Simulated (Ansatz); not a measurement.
FeCl3. Charge 0, multiplicity 2. Geometry PBE-D4/def2-SVP; atoms count from 1.

```xyz
4

Fe    0.049   -0.063    0.003
Cl   -1.928   -0.680   -0.342
Cl    0.663    0.236    1.998
Cl    1.215    0.507   -1.659
```

The charge 0 doublet is spin-contaminated (final ⟨S²⟩ up to 2.34, 0.75 for a pure state). The geometry of the doublet was relaxed on an unsound state (⟨S²⟩ 2.25, where a pure state has 0.75). At PBE0-D4/def2-TZVP a sextet of charge 0 lies 1.85 eV below the doublet, each at its own geometry. The structure comes from a short search, and lower isomers may exist.

(1) Estimate the Mulliken populations from the PBE0/def2-TZVP orbitals of Ansatz.

(2) Where does the spin sit?

(3) And the Mayer bond orders between bonded heavy atoms (over 0.3)?

## Answers

(1) 
| atom | charge (e) | spin (α − β) | d electrons |
| --- | --- | --- | --- |
| Fe1 | 0.83 | 1.19 | 6.33 |
| Cl2 | -0.27 | -0.06 | – |
| Cl3 | -0.28 | -0.06 | – |
| Cl4 | -0.28 | -0.06 | – |
Mulliken values and Mayer orders depend strongly on the basis.

(2) Summed by element: Fe 1.19, Cl -0.19, of 1 unpaired in all. Largest on single atoms: Fe1 1.19, Cl3 -0.06, Cl4 -0.06.

(3) Fe1–Cl2 1.13 (2.10 Å); Fe1–Cl3 1.12 (2.11 Å); Fe1–Cl4 1.12 (2.11 Å).
